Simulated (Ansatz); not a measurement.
```yaml
crystal:
  periodic: [false, false, false]
  atoms:
    - {symbol: C, position_ang: [-0.958897, -1.827367, 1.833623]}
    - {symbol: C, position_ang: [-1.121425, -0.556141, 1.041657]}
    - {symbol: O, position_ang: [-2.192448, -0.002055, 0.992216]}
    - {symbol: C, position_ang: [0.116406, 0.044017, 0.358125]}
    - {symbol: C, position_ang: [0.708510, 0.984409, 1.418664]}
    - {symbol: C, position_ang: [1.151695, -1.022330, 0.009445]}
    - {symbol: C, position_ang: [-0.342146, 0.843152, -0.883100]}
    - {symbol: C, position_ang: [0.743850, 1.731151, -1.474522]}
    - {symbol: C, position_ang: [-0.105481, -1.771950, 2.563131]}
    - {symbol: H, position_ang: [-0.105481, -1.771950, 2.513131]}
    - {symbol: H, position_ang: [-0.769244, -2.664980, 1.156707]}
    - {symbol: H, position_ang: [-1.871086, -2.017223, 2.395940]}
    - {symbol: H, position_ang: [0.876955, 0.459620, 2.363018]}
    - {symbol: H, position_ang: [1.672725, 1.375404, 1.088688]}
    - {symbol: H, position_ang: [0.036831, 1.823567, 1.611828]}
    - {symbol: H, position_ang: [1.545058, -1.506292, 0.905281]}
    - {symbol: H, position_ang: [2.000069, -0.567082, -0.505759]}
    - {symbol: H, position_ang: [0.746122, -1.799434, -0.640895]}
    - {symbol: H, position_ang: [-1.151117, 1.488595, -0.528658]}
    - {symbol: H, position_ang: [1.110055, 2.474414, -0.764471]}
    - {symbol: H, position_ang: [1.600185, 1.150731, -1.830419]}
    - {symbol: H, position_ang: [0.346317, 2.274015, -2.335590]}
    - {symbol: H, position_ang: [-0.148457, -0.677984, -2.430455]}
    - {symbol: H, position_ang: [-1.699470, -0.718273, -1.572511]}
    - {symbol: H, position_ang: [-1.373366, 0.542137, -2.756825]}
basis:
  gaussian: {orbitals: aug-cc-pVTZ}
hamiltonian: {xc: {name: B2GP-PLYP}, pseudopotentials: {relativity: scalar}}
scf: {lower_state_search: full}
```

```sh
$ ansatz run in.yaml --threads 4 --pin off --events-out ev --progress --plain --max-ram 41984MiB --backend cuda --devices 0, --max-vram 37GiB
```

Output, abridged:

```
Functional definition: B2GP-PLYP
4357 factors; integrals over basis functions are off by at most 1.2e-3 eV
mean field evaluation 1: about -9152.1612 eV, gradient 1.7e2 eV
mean field evaluation 2: about -9152.5166 eV, gradient 1.7e2 eV
mean field evaluation 4: about -9176.4724 eV, gradient 1.1e2 eV
mean field evaluation 8: about -9186.8846 eV, gradient 7.6e1 eV
mean field evaluation 16: about -9222.0345 eV, gradient 1.8e-1 eV
mean field evaluation 32: about -9222.0359 eV, gradient 1.7e-1 eV
mean field evaluation 96: about -9222.1193 eV, gradient 1.0e-1 eV
mean field evaluation 128: about -9222.1236 eV, gradient 1.6e-1 eV
a density is far from that of the atoms, so the factors are made again for it
4373 factors; integrals over basis functions are off by at most 1.2e-3 eV
mean field -9222.12349542 eV, -338.9067874768 hartree, gradient 7.8e-6 eV, S^2 0.000000; 5 other end points of the search recorded, 0 dependent functions left out; unrestricted orbitals would lower it
9 core orbitals not correlated: weight in the atoms' cores, before any rotation towards them, 0.989 or more for the frozen orbitals, at most 0.001 for the correlated occupied ones
reference -9222.12369716 eV, -338.9067948907 hartree; 27, 27 occupied and 746, 746 virtual orbitals, 4373 factors
second order -55.44905185 eV of doubles, -0.00000000 eV of singles
Total energy: -9242.08535583 eV, -339.6403723162 hartree
Relativity: scalar
```

In this input one atom was put on top of another. The run converged. The result belongs to that input, not to the molecule as meant.
